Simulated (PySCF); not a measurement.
PySCF input for AlH12O6, SMILES [OH2]->[Al+3](<-[OH2])(<-[OH2])(<-[OH2])(<-[OH2])<-[OH2] (connectivity only; charge and spin as stated), charge +3, multiplicity 1, C-PCM-ωB97X/def2-SVP. Geometry optimised at TPSSh-D3(BJ)/def2-SVP. The isomer is the one that the SMILES or the coordinates give; other isomers of the formula were not compared. Other conformers were not sampled.

```python
import numpy as np
from pyscf import gto, scf, dft
from pyscf.solvent import pcm

mol = gto.M(
    atom='''
    Al   -0.00000000    0.00000000    0.00000000
    O     0.00000000   -0.00000000   -1.93009499
    H    -0.00000000    0.78813951   -2.51632100
    H    -0.00000000   -0.78813951   -2.51632099
    O    -0.00000000    0.00000000    1.93009499
    H     0.00000000    0.78813951    2.51632099
    H     0.00000000   -0.78813951    2.51632100
    O    -1.93009499    0.00000000   -0.00000000
    H    -2.51632099   -0.00000000   -0.78813951
    H    -2.51632100    0.00000000    0.78813951
    O    -0.00000000   -1.93009499    0.00000000
    H     0.78813951   -2.51632100    0.00000001
    H    -0.78813951   -2.51632099   -0.00000000
    O     0.00000000    1.93009499   -0.00000000
    H    -0.78813951    2.51632100   -0.00000001
    H     0.78813951    2.51632099    0.00000000
    O     1.93009499   -0.00000000    0.00000000
    H     2.51632100   -0.00000000   -0.78813951
    H     2.51632099    0.00000000    0.78813951
    ''',
    basis='def2-SVP',
    charge=3,
    spin=0,
    max_memory=1600,
    verbose=3,
)
mf = dft.RKS(mol, xc='wb97x').density_fit(auxbasis='def2-universal-jkfit')
mf.grids.level = 3
mf.conv_tol = 1e-9
mf.max_cycle = 100
mf.kernel()
res = {}
for name, eps in {'water': 78.355, 'dimethylsulfoxide': 46.826, '1-octanol': 9.8629}.items():
    s = mf.PCM()
    s.with_solvent.method, s.with_solvent.eps, s.with_solvent.lebedev_order = 'C-PCM', eps, 17
    s.kernel(mf.make_rdm1())
    res[name] = (s.e_tot, eps, s.dip_moment(), s.mo_energy, s.converged)
    print(f'{name}: electrostatic solvation free energy {(s.e_tot - mf.e_tot) * 627.509474:.3f} kcal/mol')
```

It prints:

```
converged SCF energy = -699.561486195559

WARN: PCM is an experimental feature. It is still in testing.
Features and APIs may be changed in the future.

converged SCF energy = -700.2520288989

WARN: System has nonzero charge 3; the dipole moment is origin-dependent.
Location of origin: [0. 0. 0.]

Dipole moment(X, Y, Z, Debye): -0.00000, -0.00000, -0.00000
water: electrostatic solvation free energy -433.322 kcal/mol

WARN: PCM is an experimental feature. It is still in testing.
Features and APIs may be changed in the future.

converged SCF energy = -700.246013185201

WARN: System has nonzero charge 3; the dipole moment is origin-dependent.
Location of origin: [0. 0. 0.]

Dipole moment(X, Y, Z, Debye): -0.00000,  0.00000, -0.00000
dimethylsulfoxide: electrostatic solvation free energy -429.547 kcal/mol

WARN: PCM is an experimental feature. It is still in testing.
Features and APIs may be changed in the future.

converged SCF energy = -700.189989440425

WARN: System has nonzero charge 3; the dipole moment is origin-dependent.
Location of origin: [0. 0. 0.]

Dipole moment(X, Y, Z, Debye): -0.00000, -0.00000, -0.00000
1-octanol: electrostatic solvation free energy -394.392 kcal/mol
```

Self-consistency was reached.

Cost: roughly 90 core-seconds.
